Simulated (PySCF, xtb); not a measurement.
Te(H)(SMe) (CH4STe), SMILES S([TeH])C.

Geometry optimised at B3LYP-D3(BJ)/def2-SVP. The def2 effective core potentials stand for the cores of Te; spin–orbit coupling is left out.

These are C-PCM-B3LYP/def2-SVP in PySCF values and carry that method's errors.

The values are the electrostatic part of the solvation free energy, E(continuum) − E(gas) at the gas-phase geometry, in a cavity of scaled van der Waals radii (PySCF's table); cavitation and dispersion terms are not included. In vacuum the orbital gap is 4.40 eV. The dipole moment in vacuum is 1.45 D.

Computed values in water (ε = 78.36), dimethylsulfoxide (ε = 46.83), chloroform (ε = 4.71):
| solvent | ε | ΔG(elec) (kcal/mol) | dipole (D) | gap (eV) |
|---|---|---|---|---|
| water | 78.36 | -2.7 | 1.95 | 4.50 |
| dimethylsulfoxide | 46.83 | -2.7 | 1.95 | 4.50 |
| chloroform | 4.71 | -2.1 | 1.82 | 4.48 |

For comparison, GFN2-xTB/ALPB(water) (xtb, at the GFN2-xTB geometry, all terms of that model) gives -1.2 kcal/mol.
